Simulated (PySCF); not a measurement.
Isomers of CH9NSi2. Gas-phase values, no solvent. One relaxed conformer stands for each flexible species; it need not be the lowest. Strings in code marks are SMILES.

The four lowest singlet excitations (Tamm–Dancoff). Level of theory: PBE0-D4/def2-TZVP in PySCF 2.14.0. Excitations are Tamm–Dancoff values on a coarser integration grid. The basis has no diffuse functions, so Rydberg states are missing or too high.

```csv
state,energy (eV),wavelength (nm),oscillator strength
S1,5.93,209,0.003
S2,6.43,193,0.015
S3,6.78,183,0.000
S4,7.03,176,0.045
```

**Question.** Identify which member gives these states.
(A) `C[SiH2]N[SiH3]` (C–Si–N–Si torsion 75°)
(B) `CN([SiH3])[SiH3]`
(C) `C[Si@@H](N)[SiH3]`
(D) `NC[SiH2][SiH3]`

**Answer.** D, `NC[SiH2][SiH3]`
